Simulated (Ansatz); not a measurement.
WO₃. The state is a singlet with charge 0. Geometry PBE0-D4/def2-TZVP; atoms count from 1.

```xyz
4

W     0.044    0.451    0.125
O    -1.133   -0.351    1.081
O     1.523   -0.399    0.310
O    -0.434    0.300   -1.516
```

In the def2 sets W takes a core potential; there is no spin–orbit coupling. The structure comes from a short search, and lower isomers may exist.

(1) Estimate the Mulliken populations from the PBE0/def2-TZVP orbitals of Ansatz.

(2) And the Mayer bond orders between bonded heavy atoms (over 0.3)?

Results:

(1) 
```
atom  charge (e)  d electrons
  W1        1.45         3.76
  O2       -0.48            –
  O3       -0.48            –
  O4       -0.48            –
```
Mulliken values and Mayer orders depend strongly on the basis.

(2) W1–O2 2.00 (1.72 Å); W1–O3 2.00 (1.72 Å); W1–O4 2.00 (1.72 Å).
